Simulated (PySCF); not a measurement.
## [Yb(MeOH)]3+ at several levels of theory

Computed with PySCF 2.14.0 (density fitting, no spin-orbit coupling) at the geometry relaxed with PBE0:

```xyz
7
[Yb(MeOH)]3+ (singlet in the valence; each metal's 4f electrons, 13 of them, lie in its core potential, out of spins and levels)
Yb   -0.2145    0.0000   -0.2505
O    -0.0789    0.0000    1.7841
H    -0.8685    0.0000    2.3895
C     1.1673    0.0000    2.8680
H     0.9988   -0.9320    3.4292
H     2.0791    0.0000    2.2546
H     0.9988    0.9320    3.4292
```

```
 level                                                              basis    state  HOMO (eV)  gap (eV)  charge on Yb1 (e)  population of f-type functions on Yb1 (polarisation alone where 4f lies in the core)  dipole about the centre of mass (D)  largest force component (eV/Å)
  PBE0      Yb lcecp-1-SVP with ECP59, O def2-SVP, H def2-SVP, C def2-SVP  singlet     -25.22      5.42               2.38                                                                                  0.02                                 4.04                            0.01
  BLYP                                                           the same  singlet     -23.73      2.86               2.29                                                                                  0.02                                 4.64                            0.48
  TPSS                                                           the same  singlet     -23.95      3.48               2.34                                                                                  0.02                                 4.40                            0.36
revPBE                                                           the same  singlet     -23.78      3.06               2.31                                                                                  0.02                                 4.54                            0.43
  PBE0  Yb lcecp-1-TZVP with ECP59, O def2-TZVP, H def2-TZVP, C def2-TZVP  singlet     -25.22      5.51               2.49                                                                                  0.03                                 4.20                            0.45
```

In the lcecp rows the 4f levels are missing from HOMO and gap, and the state counts the valence alone.

Charges are Mulliken's, which hang on the basis. The relaxation used the grid (50, 194), these runs (75, 302) or, all-electron (x2c bases, spin-free X2C Hamiltonian), (99, 590).

(1) What does CAM-B3LYP with Yb lcecp-1-SVP with ECP59, O def2-SVP, H def2-SVP, C def2-SVP give here?

An lcecp potential fixes the number of 4f electrons, so in runs with it no electron can move into or out of that shell.

## Answers

(1) state singlet, HOMO (eV) -26.66, gap (eV) 7.57, charge on Yb1 (e) 2.38, population of f-type functions on Yb1 (polarisation alone where 4f lies in the core) 0.02, dipole about the centre of mass (D) 3.91, largest force component (eV/Å) 0.15. Time: 3.8 s on 2 threads of Intel(R) Xeon(R) 6975P-C (Granite Rapids) (shared host), from an already converged density.
